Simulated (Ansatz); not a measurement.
Gas-phase electronic energies from Ansatz, PBE0-D4/def2-TZVP geometries. CCSD(T)/CBS adds triple-zeta CCSD(T) − MP2 to the extrapolated MP2 energy (def2 sets, frozen cores). Functionals use def2-TZVPP. B3LYP here is the variant with VWN-RPA as its local correlation; programs differ in this. def2 core potentials past Kr. For Ge, Hf outer-core shells are correlated without core-valence functions, which leaves a few kJ/mol of doubt a bond. Scalar relativity is left out up to krypton. Each species was taken in one conformer, which may not be the lowest.

Consider the substitution at a C–Ge bond: `[CH3][GeH]([CH3])[Cl]` + `C[S][Hf]([OH])([F])[Cl]` → `C[O][Hf]([F])([Cl])[S]C` + `[CH3][GeH2][Cl]`.

`[CH3][GeH]([CH3])[Cl]`:

Z-matrix (Å, degrees):
```
C
Ge 1 1.942
H 1 1.091 2 109.8
H 1 1.092 2 110.1 3 -119.9
H 1 1.090 2 110.2 3 119.9
C 2 1.942 1 113.3 3 56.2
Cl 2 2.173 1 106.7 3 -60.9
H 2 1.540 1 112.0 3 -175.8
H 6 1.092 2 110.1 1 63.9
H 6 1.090 2 109.8 1 -56.0
H 6 1.090 2 110.2 1 -176.0
```

`C[S][Hf]([OH])([F])[Cl]`:

Cartesian coordinates in Å:
```
C 1.068 1.481 0.427
S 1.021 -0.114 1.320
Hf -0.388 -1.405 -0.177
O -1.884 -0.324 -0.619
F 0.581 -1.731 -1.783
Cl -0.955 -3.412 0.904
H 1.649 1.396 -0.490
H 0.064 1.839 0.202
H 1.556 2.198 1.086
H -2.712 0.072 -0.870
```

`C[O][Hf]([F])([Cl])[S]C`:

```xyz
13

C    -2.252   -0.753   -0.079
O    -1.159   -0.071   -0.608
Hf    0.404    0.745   -1.286
F     0.455    2.527   -0.605
Cl    0.452    0.667   -3.637
S     2.319   -0.447   -0.400
C     1.911   -0.028    1.334
H    -2.757   -0.134    0.669
H    -2.964   -0.995   -0.872
H    -1.925   -1.683    0.395
H     2.788    0.428    1.791
H     1.645   -0.938    1.868
H     1.084    0.683    1.430
```

`[CH3][GeH2][Cl]`:

Z-matrix (Å, degrees):
```
C
Ge 1 1.940
H 1 1.090 2 109.8
H 1 1.090 2 109.8 3 120.0
H 1 1.092 2 109.9 3 -120.0
Cl 2 2.165 1 107.5 3 -59.9
H 2 1.536 1 112.8 3 56.8
H 2 1.536 1 112.8 3 -176.6
```

| level | ΔE (kJ/mol) |
| --- | --- |
| r2SCAN-D4 | 80.6 |
| B3LYP-D4 | 76.1 |
| B3LYP | 74.0 |
| MP2/def2-TZVPP | 86.9 |
| CCSD/def2-TZVPP | 80.0 |
| HF/def2-QZVPP | 69.5 |
| MP2/def2-QZVPP | 89.3 |
| HF/CBS(def2) | 69.3 |

Problem. What does CCSD(T)/CBS give? (Estimate.)

Solution. The calculation gave: +84.7 kJ/mol. The listed levels differ from it by -4.1, -8.6, -10.7, 2.2, -4.7, -15.2, 4.6, -15.4 kJ/mol.

Largest T1 diagnostic among the species: 0.015.

In def2-TZVPP, CCSD(T) changes the Hartree–Fock value by +9.5 kJ/mol (the triples alone add −0.0 kJ/mol) and MP2 by +16.4 kJ/mol.
